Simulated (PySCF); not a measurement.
## PySCF run on KGa

The script input.py:

```python
from pyscf import gto, scf

mol = gto.M(
    atom='K 0 0 0; Ga 0 0 3.622',
    basis='pcseg-1',
    charge=0,
    spin=0,
    verbose=4,
)
mf = scf.RHF(mol)
mf = mf.density_fit(auxbasis='def2-universal-jkfit')
mf.kernel()
mf.analyze()
print('orbital energies (hartree):', mf.mo_energy[..., max(0, mol.nelec[1]-3):mol.nelec[0]+3].round(4))
```

```bash
$ OMP_NUM_THREADS=1 python input.py
```

It prints (some set-up lines removed):

```
PySCF version 2.14.0

[INPUT] Symbol           X                Y                Z      unit          X                Y                Z       unit  Magmom
[INPUT]  1 K      0.000000000000   0.000000000000   0.000000000000 AA    0.000000000000   0.000000000000   0.000000000000 Bohr   0.0
[INPUT]  2 Ga     0.000000000000   0.000000000000   3.622000000000 AA    0.000000000000   0.000000000000   6.844588023175 Bohr   0.0

nuclear repulsion = 86.0533896277968
number of shells = 6
number of NR pGTOs = 146
number of NR cGTOs = 51
basis = pcseg-1
ecp = {}

******** <class 'pyscf.df.df_jk.DFRHF'> ********
method = DFRHF
initial guess = minao
damping factor = 0
level_shift factor = 0
DIIS = <class 'pyscf.scf.diis.CDIIS'>
SCF conv_tol = 1e-09
SCF max_cycles = 50
Initial guess from minao.
******** <class 'pyscf.df.df.DF'> ********
auxbasis = def2-universal-jkfit
init E= -2521.2970243579
  HOMO = -0.0642359635064319  LUMO = -0.000555999457673691  gap/eV = 1.73282
cycle= 1 E= -2521.96162143737  delta_E= -0.665  |g|= 0.145  |ddm|= 1.33
  HOMO = -0.162765547142467  LUMO = -0.0575567771838993  gap/eV = 2.86288
cycle= 2 E= -2522.01225703768  delta_E= -0.0506  |g|= 0.114  |ddm|= 1.08
  HOMO = -0.148453297708906  LUMO = -0.00101024698658814  gap/eV = 4.01213
cycle= 3 E= -2522.01748284645  delta_E= -0.00523  |g|= 0.0457  |ddm|= 0.222
  HOMO = -0.145543708065888  LUMO = 0.00854807367140298  gap/eV = 4.19305
cycle= 4 E= -2522.01972998421  delta_E= -0.00225  |g|= 0.0135  |ddm|= 0.236
  HOMO = -0.143357951981213  LUMO = 0.00946241556536831  gap/eV = 4.15845
cycle= 5 E= -2522.02009850523  delta_E= -0.000369  |g|= 0.00185  |ddm|= 0.136
  HOMO = -0.142966383718734  LUMO = 0.00881507813369253  gap/eV = 4.13018
cycle= 6 E= -2522.02010439334  delta_E= -5.89e-06  |g|= 0.000484  |ddm|= 0.0139
  HOMO = -0.142812434202997  LUMO = 0.00874733591708976  gap/eV = 4.12415
cycle= 7 E= -2522.02010502921  delta_E= -6.36e-07  |g|= 0.000129  |ddm|= 0.00658
  HOMO = -0.142808614067718  LUMO = 0.00877202776178032  gap/eV = 4.12472
cycle= 8 E= -2522.02010506939  delta_E= -4.02e-08  |g|= 2.09e-05  |ddm|= 0.00166
  HOMO = -0.142812739765875  LUMO = 0.00877415590351172  gap/eV = 4.12489
cycle= 9 E= -2522.02010507044  delta_E= -1.05e-09  |g|= 2.5e-06  |ddm|= 0.00026
  HOMO = -0.142811578428902  LUMO = 0.00877356793078177  gap/eV = 4.12484
cycle= 10 E= -2522.02010507046  delta_E= -2e-11  |g|= 4.62e-07  |ddm|= 2.06e-05
  HOMO = -0.142811481280254  LUMO = 0.00877347894369807  gap/eV = 4.12484
Extra cycle  E= -2522.02010507046  delta_E= -2.27e-12  |g|= 1.95e-07  |ddm|= 1.56e-06
converged SCF energy = -2522.02010507046
**** SCF Summaries ****
Total Energy =                       -2522.020105070462705
Nuclear Repulsion Energy =              86.053389627796804
One-electron Energy =                -3681.329957834821471
Two-electron Energy =                 1073.256463136561933
Two-electron Coulomb Energy =         1179.313391173208856
DFT Exchange-Correlation Energy =     -106.056928036646923
HOMO-LUMO gap [eV] =                     4.124836867480308
**** MO energy ****
[14 lines left out]
MO #15  energy= -1.72232945851804  occ= 2
MO #16  energy= -1.18973315097229  occ= 2
MO #17  energy= -1.18973315097227  occ= 2
MO #18  energy= -1.18130350019286  occ= 2
MO #19  energy= -1.18130350019282  occ= 2
MO #20  energy= -1.1792330159543   occ= 2
MO #21  energy= -0.937280809276163 occ= 2
MO #22  energy= -0.937280809276145 occ= 2
MO #23  energy= -0.934371528307695 occ= 2
MO #24  energy= -0.399541011374294 occ= 2
MO #25  energy= -0.142811481280254 occ= 2
MO #26  energy= 0.00877347894369807 occ= 0
MO #27  energy= 0.0486638622903503 occ= 0
MO #28  energy= 0.0486638622903533 occ= 0
[23 lines left out]
 ** Mulliken pop on meta-lowdin orthogonal AOs  **
 ** Mulliken pop  **
pop of  0 K 1s            2.00000
pop of  0 K 2s            1.99993
pop of  0 K 3s            1.99956
pop of  0 K 4s            0.73171
pop of  0 K 5s            0.00035
pop of  0 K 2px           2.00000
pop of  0 K 2py           2.00000
pop of  0 K 2pz           2.00000
pop of  0 K 3px           1.99976
pop of  0 K 3py           1.99976
pop of  0 K 3pz           1.99935
pop of  0 K 4px           0.00006
[39 lines left out]
 ** Mulliken atomic charges  **
charge of    0K =      0.25831
charge of    1Ga =     -0.25831
Dipole moment(X, Y, Z, Debye): -0.00000,  0.00000, -5.65936
orbital energies (hartree): [-0.9344 -0.3995 -0.1428  0.0088  0.0487  0.0487]
```

In short: E(SCF) = -2522.020105 Eh, 10 cycles, μz(SCF) = -5.66 D.

Hardware: AMD EPYC 9R45, 1 thread, shared host. Wall time 0.47 s.

Stability towards an unrestricted solution was not tested. The bond length is a typed value, not an optimised one.
